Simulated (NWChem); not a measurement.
Species: H3O cation; SMILES [OH3+]

```xyz
4

O      0.0000     0.0000     0.0788
H      0.6693     0.6693    -0.2074
H      0.2450    -0.9143    -0.2074
H     -0.9143     0.2450    -0.2074
```
Atoms are numbered in this order, from 1.

Computed with NWChem. All runs use the structure optimised with B3LYP/6-31G* (spherical d). Vzz is the largest principal value of the second derivative of the potential at the nucleus (NWChem prints the opposite sign); η is the asymmetry. Non-relativistic.

### Question
Predict the results for B3LYP/def2-TZVP. Quantities: Vzz O1 (a.u.); η O1.

### Answer
```json
{
 "Vzz O1 (a.u.)": "-1.852",
 "η O1": "0.00"
}
```
